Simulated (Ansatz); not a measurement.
Born–Oppenheimer molecular dynamics of BClFH3O (7 atoms, charge 0, multiplicity 1). It starts at the highest image of a converged band. Of that band: The profile has 2 maxima (images 2, 5) with wells between them (image 3): this band takes more than one step, which may be the mechanism or a detour left from its start path. A structure lower than the first end lies on the path between it and the top, so the climb from that side starts below the end, which may itself be a saddle point or a shallow side well. Neighbouring images differ by up to 2.0 eV, so the band resolves the path poorly. A vibrational analysis at the climbing image gives one clearly imaginary mode, 1198i cm⁻¹: a first-order saddle point.

All numbers below come from Ansatz 0.2.0, RKS B3LYP-D4/def2-SVP.

| Property | Result |
| --- | --- |
| ensemble | NVE (velocity Verlet) |
| time step | 0.5 fs |
| steps asked | 200 |
| starting velocities drawn for | 300 K |
| seed | 9848 |

Frames 5 fs apart, positions in Å, forces in eV/Å.

Velocities at 25 fs (Å/ps):

```
B 1.32 12.18 -11.23
F 1.16 0.94 7.23
Cl 2.53 -2.64 -1.87
O -6.28 -2.38 -1.92
H 6.18 1.33 11.64
H -25.48 20.01 -3.41
H -5.98 -39.02 72.29
```

```xyz
7
Properties=species:S:1:pos:R:3:forces:R:3 time_fs=25 energy_less_start_eV=-0.505 T=1081
B -0.007 0.344 -0.044 -0.73 0.63 -1.13
F 0.178 -0.014 1.711 0.28 0.52 1.29
Cl 1.391 -0.454 -0.840 -0.03 -0.35 0.03
O -1.310 -0.042 -0.253 0.47 -0.46 -0.31
H -1.396 -0.925 -0.655 0.07 0.38 0.19
H 0.163 1.530 0.139 -0.08 0.11 0.10
H 0.151 0.907 1.960 0.03 -0.83 -0.18
7
Properties=species:S:1:pos:R:3:forces:R:3 time_fs=30 energy_less_start_eV=-0.566 T=1176
B -0.014 0.412 -0.111 -1.74 0.16 -0.78
F 0.186 -0.013 1.753 0.24 0.41 1.50
Cl 1.403 -0.468 -0.849 -0.59 0.26 0.34
O -1.333 -0.051 -0.263 1.74 0.18 -0.13
H -1.367 -0.955 -0.611 0.00 0.08 0.04
H 0.043 1.610 0.120 0.31 -0.35 -0.18
H 0.118 0.740 2.333 0.04 -0.75 -0.79
7
Properties=species:S:1:pos:R:3:forces:R:3 time_fs=35 energy_less_start_eV=-0.616 T=1254
B -0.056 0.481 -0.197 -0.93 -1.31 -0.73
F 0.197 -0.011 1.811 0.39 -0.88 -0.05
Cl 1.411 -0.480 -0.856 -1.17 0.81 0.49
O -1.332 -0.057 -0.274 1.47 0.74 -0.12
H -1.338 -0.974 -0.563 0.03 -0.32 -0.11
H -0.011 1.637 0.067 0.38 0.33 -0.14
H 0.090 0.491 2.568 -0.16 0.64 0.66
7
Properties=species:S:1:pos:R:3:forces:R:3 time_fs=40 energy_less_start_eV=-0.616 T=1254
B -0.116 0.526 -0.298 1.57 -0.52 -0.23
F 0.212 -0.014 1.878 -0.09 0.27 2.10
Cl 1.411 -0.486 -0.859 -1.47 1.01 0.40
O -1.311 -0.057 -0.288 -0.33 -0.71 -0.46
H -1.301 -1.011 -0.519 0.07 0.69 0.15
H 0.017 1.702 -0.026 0.00 -0.36 -0.32
H 0.049 0.257 2.786 0.24 -0.38 -1.64
7
Properties=species:S:1:pos:R:3:forces:R:3 time_fs=45 energy_less_start_eV=-0.634 T=1281
B -0.143 0.557 -0.404 2.64 -0.81 -0.09
F 0.228 -0.017 1.959 0.35 -0.10 -0.68
Cl 1.401 -0.486 -0.860 -1.42 0.98 0.21
O -1.294 -0.060 -0.308 -1.16 0.57 -0.08
H -1.250 -0.997 -0.469 0.05 -0.88 -0.15
H 0.050 1.712 -0.187 -0.20 0.16 -0.18
H 0.024 0.002 2.846 -0.26 0.08 0.98
7
Properties=species:S:1:pos:R:3:forces:R:3 time_fs=50 energy_less_start_eV=-0.746 T=1453
B -0.117 0.569 -0.512 0.89 -1.27 0.32
F 0.245 -0.021 2.043 -0.10 -0.17 0.78
Cl 1.382 -0.479 -0.859 -0.96 0.77 0.02
O -1.290 -0.063 -0.330 0.32 -0.38 -0.45
H -1.192 -1.039 -0.427 -0.10 0.82 0.12
H 0.039 1.748 -0.395 -0.19 0.05 -0.16
H -0.012 -0.226 2.922 0.15 0.18 -0.63
7
Properties=species:S:1:pos:R:3:forces:R:3 time_fs=55 energy_less_start_eV=-0.761 T=1477
B -0.072 0.556 -0.614 -1.40 -0.26 0.65
F 0.263 -0.026 2.133 -0.25 -0.43 0.86
Cl 1.357 -0.468 -0.859 0.09 0.15 -0.16
O -1.283 -0.064 -0.359 1.39 1.27 -0.55
H -1.149 -1.014 -0.368 -0.10 -0.52 0.08
H -0.013 1.781 -0.638 0.00 -0.67 -0.07
H -0.038 -0.449 2.921 0.28 0.46 -0.81
7
Properties=species:S:1:pos:R:3:forces:R:3 time_fs=60 energy_less_start_eV=-0.728 T=1426
B -0.056 0.535 -0.701 -2.27 -0.21 0.47
F 0.280 -0.034 2.228 0.49 0.83 -0.89
Cl 1.333 -0.455 -0.859 1.41 -0.68 -0.23
O -1.257 -0.053 -0.395 0.84 0.05 -0.25
H -1.139 -1.016 -0.294 -0.16 0.37 0.04
H -0.066 1.700 -0.898 0.19 0.44 -0.02
H -0.040 -0.608 2.850 -0.48 -0.79 0.88
7
Properties=species:S:1:pos:R:3:forces:R:3 time_fs=65 energy_less_start_eV=-0.657 T=1317
B -0.084 0.514 -0.780 -0.19 1.65 -0.66
F 0.297 -0.040 2.321 -0.63 -1.28 0.77
Cl 1.317 -0.447 -0.861 1.95 -0.99 -0.12
O -1.221 -0.039 -0.435 -1.84 -0.66 0.58
H -1.162 -0.979 -0.200 0.05 0.23 -0.03
H -0.081 1.670 -1.157 0.04 -0.26 0.27
H -0.061 -0.790 2.796 0.62 1.30 -0.81
7
Properties=species:S:1:pos:R:3:forces:R:3 time_fs=70 energy_less_start_eV=-0.635 T=1282
B -0.118 0.523 -0.872 1.33 0.81 -0.87
F 0.312 -0.052 2.418 0.21 0.64 -0.27
Cl 1.315 -0.445 -0.863 1.53 -0.61 -0.03
O -1.211 -0.032 -0.466 -2.94 0.04 0.69
H -1.170 -0.917 -0.113 0.24 -0.50 0.14
H -0.087 1.611 -1.361 -0.14 0.24 0.12
H -0.028 -0.862 2.670 -0.23 -0.62 0.22
7
Properties=species:S:1:pos:R:3:forces:R:3 time_fs=75 energy_less_start_eV=-0.686 T=1361
B -0.129 0.549 -0.980 -0.27 -1.10 0.36
F 0.326 -0.064 2.513 -0.14 -0.19 -0.09
Cl 1.322 -0.447 -0.866 0.80 0.02 -0.09
O -1.241 -0.027 -0.488 -0.53 0.12 0.31
H -1.126 -0.885 -0.023 0.14 0.77 -0.55
H -0.124 1.600 -1.539 -0.13 0.18 0.03
H 0.009 -0.935 2.566 0.13 0.20 0.03
7
Properties=species:S:1:pos:R:3:forces:R:3 time_fs=80 energy_less_start_eV=-0.591 T=1215
B -0.144 0.554 -1.081 -1.27 -1.16 0.90
F 0.339 -0.077 2.607 -0.42 -1.17 -0.34
Cl 1.335 -0.449 -0.870 0.00 0.54 -0.24
O -1.280 -0.015 -0.508 1.11 1.92 -1.23
H -1.042 -0.786 0.000 0.10 -0.64 0.30
H -0.188 1.613 -1.698 0.06 -0.65 0.35
H 0.076 -0.974 2.452 0.42 1.16 0.26
```

Of the whole run (100 fs, mean temperature of the second half 1325 K): The conserved energy stayed within 0.12 meV per atom of its start (net change -0.068 meV per atom), so the integration is sound. The kinetic energy rose, since the run started high on the potential surface and went downhill. It ends in pieces (BClH2O + FH), so much of that is their flight and rotation, not heat. A run of 0.1 ps of so small a system gives no equilibrium averages. The orbitals stay closed-shell, which can raise the energy where a bond breaks towards radicals; this wasn't checked here.

The run took 3.8 min on 2 threads of Arm Neoverse V2, on a shared host, peak memory 0.16 GiB.
